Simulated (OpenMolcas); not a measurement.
**Tc4+: moving or changing the point charges**

Tc4+ among 6 point charges of -1.7 e arranged as a trigonal prism (D3h), 2.1 Å from the ion, with a polar angle of 48.1° against the regular 49.1°.

```
Program             : OpenMolcas
Method              : SS-CASPT2, IPEA 0.25 Eh, imaginary shift 0.1 Eh (closed shells correlated: 4s 4p)
Basis               : ANO-RCC-VDZP [6s5p3d1f]
Scalar Hamiltonian  : DKH2, point nucleus
Active space        : 3 electrons in 5 orbitals (4d)
State averaging     : 2S+1 = 4 even, 10 roots; 2S+1 = 2 even, 40 roots
Spin-orbit coupling : state interaction with AMFI integrals over the reference wave functions
```

Runs around this geometry, states (labels of D3, the rotations of D3h). Energies in cm-1 above the lowest state or level, χT in cm3 K/mol.

| R (Å) | q (e) | Polar angle / regular | Ground state | First state of that spin | First gap with spin-orbit (degeneracies) | χT at 300 K | First state of another spin |
| --- | --- | --- | --- | --- | --- | --- | --- |
| 2.1 | -1.36 | 0.98 | 4A2 | 4E 2930 | 580 (2, 2) | 0.543 | 2E 14190 |
| 1.95 | -1.7 | 0.98 | 4A2 | 4E 5750 | 380 (2, 2) | 0.971 | 2E 13970 |
| 2.1 | -1.7 | 0.98 | 4A2 | 4E 3880 | 500 (2, 2) | 0.702 | 2E 14140 |
| 2.31 | -1.7 | 0.98 | 4A2 | 4E 2300 | 650 (2, 2) | 0.441 | 2E 14150 |
| 2.1 | -1.7 | 1.06 | 4A2 | 4E 2950 | 590 (2, 2) | 0.539 | 2E 14340 |

Taking the first state of the same spin as R^-n, n = -ln(2300 / 5750) / ln(2.31 / 1.95) = 5.4 between the shortest and longest distance.

Scaling the charges by -1.36 / -1.7 = 0.80 scales the first state of the same spin by 2930 / 3880 = 0.76; with fixed orbitals a first-order splitting would follow the charge.

Roots that are degenerate in the reference are averaged as groups; the widest CASPT2 spread within a group is 190 cm-1 (the 2-fold group of multiplicity 4 near 14300 cm-1 above the lowest state of its run, R = 1.95, q = -1.7, ratio = 0.98). Shifts and gaps below about the spread of the groups concerned are not significant. Free-ion shares, where given, are those of the reference states; single-state CASPT2 does not remix them. This is an electrostatic model: the charges have no orbitals. An unlabelled pair can be two single states that coincide in this model. No measured value stands beside these numbers.
